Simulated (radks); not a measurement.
The numbers below are computed, except where a source is named.
Neutral tantalum inside a hard spherical wall (all orbitals vanish at R), configuration held at [Xe] 4f14 5d3 6s2 and not refilled when levels cross. Level of theory: scalar-relativistic Kohn-Sham, PBE, spin-polarised, spherical densities, finite nucleus; open shells are filled with parallel spins first (spin-orbit coupling, left out, can overturn this in heavy ions); Fermi nuclear charge, rms radius 5.3507 fm (a radial shooting solver on a logarithmic mesh with Libxc functionals). Eigenvalues in eV for spin up, with the zero of energy where the potential of the charges vanishes at infinity; a dash marks a level that is unbound or too diffuse for the functional's potential to be trusted. A positive occupied level is held by the wall or, in an anion where self-interaction has pushed it up, behind a barrier. The pressure on the wall is -dE/dV.

R (bohr) = free: E (hartree) -15602.3310; kinetic (hartree) 17136.803; e(5p) -39.822; e(4f) -24.546; e(6s) -5.872; e(5d) -4.207; e(6p, empty) -1.590; e(7s, empty) -; pressure (GPa) 0
R (bohr) = 20: E (hartree) -15602.3310; kinetic (hartree) 17136.803; e(5p) -39.822; e(4f) -24.546; e(6s) -5.872; e(5d) -4.207; e(6p, empty) -1.590; e(7s, empty) -; pressure (GPa) < 0.0001
R (bohr) = 12: E (hartree) -15602.3310; kinetic (hartree) 17136.804; e(5p) -39.816; e(4f) -24.540; e(6s) -5.867; e(5d) -4.201; e(6p, empty) -1.557; e(7s, empty) 0.679; pressure (GPa) 0.00115
R (bohr) = 10: E (hartree) -15602.3304; kinetic (hartree) 17136.809; e(5p) -39.773; e(4f) -24.497; e(6s) -5.835; e(5d) -4.163; e(6p, empty) -1.449; e(7s, empty) 1.628; pressure (GPa) 0.0168
R (bohr) = 7: E (hartree) -15602.3117; kinetic (hartree) 17136.942; e(5p) -39.094; e(4f) -23.800; e(6s) -5.276; e(5d) -3.565; e(6p, empty) -0.295; e(7s, empty) 7.168; pressure (GPa) 1.05
R (bohr) = 4: E (hartree) -15601.6568; kinetic (hartree) 17139.709; e(5p) -32.025; e(4f) -16.032; e(6s) 4.366; e(5d) 3.450; e(6p, empty) 14.424; e(7s, empty) 50.419; pressure (GPa) 128
R (bohr) = 3.5: E (hartree) -15601.0104; kinetic (hartree) 17142.135; e(5p) -28.366; e(4f) -11.749; e(6s) 12.019; e(5d) 7.819; e(6p, empty) 25.099; e(7s, empty) 76.870; pressure (GPa) 354
R (bohr) = 3: E (hartree) -15599.5547; kinetic (hartree) 17147.546; e(5p) -22.298; e(4f) -4.530; e(6s) 27.406; e(5d) 15.713; e(6p, empty) 45.382; e(7s, empty) 123.44; pressure (GPa) 1140
R (bohr) = 2.5: E (hartree) -15595.8059; kinetic (hartree) 17161.255; e(5p) -10.406; e(4f) 9.130; e(6s) 61.673; e(5d) 31.840; e(6p, empty) 87.556; e(7s, empty) 213.14; pressure (GPa) 4520
R (bohr) = 2: E (hartree) -15584.3236; kinetic (hartree) 17201.003; e(5p) 18.393; e(4f) 38.205; e(6s) 147.75; e(5d) 70.406; e(6p, empty) 186.51; e(7s, empty) 408.77; pressure (GPa) 23500
R (bohr) = 1.5: E (hartree) -15539.8030; kinetic (hartree) 17342.151; e(5p) 111.31; e(4f) 110.51; e(6s) 404.31; e(5d) 187.11; e(6p, empty) 465.53; e(7s, empty) 921.79; pressure (GPa) 182000
